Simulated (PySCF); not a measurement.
**Dipole moment and polarisability across levels of theory**

Species: propyl acetate, C5H10O2.
Bonds: C1–C2, C2–C3, C3–O4, O4–C5, C5–C6, C5–O7 (double). Hydrogens: H8, H9, H10 on C1; H11, H12 on C2; H13, H14 on C3; H15, H16, H17 on C6.

PySCF, dipoles from the SCF density, polarisabilities from static response with core orbitals frozen. Isolated species at its PBE0-D3(BJ)/def2-SVP geometry (one conformer only).

Q: Compare the levels for these properties.

A: 

```tsv
level	μ (D)	α (Å³)	anisotropy (Å³)
LDA/def2-SVPD	1.845	10.93	3.95
PBE/def2-SVPD	1.816	10.79	3.88
B3LYP/def2-SVPD	1.853	10.41	3.47
PBE0/def2-SVPD	1.851	10.30	3.45
BHandHLYP/def2-SVPD	1.900	9.97	3.09
CAM-B3LYP/def2-SVPD	1.870	10.24	3.25
wB97X-D/def2-SVPD	1.869	10.23	3.26
LC-wPBE/def2-SVPD	1.863	10.00	3.09
HF/def2-SVPD	1.990	9.52	2.65
PBE0/6-31G*	1.706	8.64	3.00
PBE0/6-31+G*	1.840	9.64	3.09
PBE0/def2-SVP	1.702	8.84	3.07
PBE0/aug-cc-pVDZ	1.832	10.52	3.64
PBE0/def2-TZVP	1.818	10.02	3.45
```

The anisotropy is √(½[(α1 − α2)² + (α2 − α3)² + (α3 − α1)²]). The dipole runs from 1.70 D (PBE0/def2-SVP) to 1.99 D (HF/def2-SVPD). No reference polarisability is at hand; against PBE0 in the largest diffuse basis at hand (aug-cc-pVDZ) the other PBE0 rows deviate by 6-31G* -18%, 6-31+G* -8%, def2-SVP -16%, def2-SVPD -2%, def2-TZVP -5%. In one basis (def2-SVPD) the functionals order the polarisability from HF (lowest) to LDA (highest), a spread of 15%. With PBE0 the polarisability is 9.17 Å³ without diffuse functions (mean of 6-31G*, def2-SVP and def2-TZVP) and 10.16 Å³ with them (mean of 6-31+G*, def2-SVPD and aug-cc-pVDZ).
